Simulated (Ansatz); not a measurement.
A structure relaxed at PBE0-D4/def2-SVP in Ansatz, charge 1, singlet:

```xyz
9

Si    0.6690   -1.1462    1.1017
Si    0.5148    1.6157   -0.8529
Si   -0.7599   -0.3813   -0.5958
Si   -0.5727    1.4026    1.1500
Si   -1.4692   -0.6310    1.8729
Si    1.9223   -0.1981   -0.6948
H     0.2805    2.6610   -1.8769
H     1.2198   -2.4873    1.4410
H    -1.8047   -0.8354   -1.5452
```

**Question.** Give its formula.

**Answer.** Si₆H₃⁺.

**Question.** Summarise the bond lengths by kind (pairs closer than 1.2 times the sum of covalent radii, bridged metal pairs left out).

**Answer.** 9 × Si–Si 2.29 to 2.58 Å; 3 × H–Si 1.48 to 1.49 Å.

Another isomer (singlet) lies 1.09 eV lower at PBE0-D4/def2-TZVP; other spin states weren't run for this one.
